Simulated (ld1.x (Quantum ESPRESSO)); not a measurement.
## Transferability test, TM semilocal potential for chromium

ld1.x (Quantum ESPRESSO) 7.5 input, shortened:

```
&input
   title='Cr', zed=24., rel=1, dft='PBE', iswitch=3,
   config='[Ar] 3d5 4s1 4p0'
 /
 &inputp
   pseudotype=1, tm=.true., lloc=1,
   nlcc=.true., rcore=0.70
 /
3
3S  1  0   2.00   0.00  0.80  0.80  0.0
3D  3  2   5.00   0.00  2.10  2.10  0.0
3P  2  1   6.00   0.00  1.35  1.35  0.0
 &test
   configts(1)='3s2 3p6 3d5 4s1 4p0'
 /
```

Occupied shells without a wave of their own: 4s. They enter only through the test configuration that unscreens the potential, and ld1.x also counts them in the model core charge.

Energies are relative to the spin-unpolarised reference configuration 3s2 3p6 3d5 4s1 4p0; without spin polarisation the order of configurations can differ from experiment. The frozen-core shift is the all-electron ΔE with the core orbitals held at their reference shape minus the fully relaxed ΔE.

ld1.x takes every shell without a wave as core, so the model core holds the 4s electrons as well and exchange and correlation see them twice. This cancels in the reference configuration, but the file is broken for other ones, and its errors say nothing about a proper core correction.

| valence configuration | charge | ΔE all-electron (eV) | error AE − PS (meV) | frozen-core shift (meV) |
| --- | --- | --- | --- | --- |
| 3s2 3p6 3d5 4s0 4p0 | +1 | 6.901 | -153 | +1.1 |
| 3s2 3p6 3d4 4s0 4p0 | +2 | 22.953 | -400 | -0.5 |
| 3s2 3p6 3d3 4s0 4p0 | +3 | 53.702 | -511 | -3.0 |
| 3s1 3p6 3d5 4s1 4p0 | +1 | 80.250 | -451 | +12 |
| 3s2 3p6 3d5 4s0.5 4p0 | +0.5 | 2.707 | -44 | +0.5 |
| 3s2 3p6 3d4 4s1 4p0 | +1 | 7.987 | -57 | -1.5 |
| 3s2 3p5 3d5 4s1 4p0 | +1 | 51.513 | -384 | +14 |

Levels in the configuration 3s2 3p5 3d5 4s1 4p0:

```
level  all-electron (eV)  pseudo (eV)
   3s            -87.150      -87.999
   3p            -58.422      -59.202
   3d            -14.739      -14.992
   4s            -11.559      -11.770
```

A variational frozen-core shift is positive and of second order in the change. This column holds negative values, so the frozen-core run of ld1.x carries numerical noise or an error of first order here, and the column gives no more than the rough size of the effect.
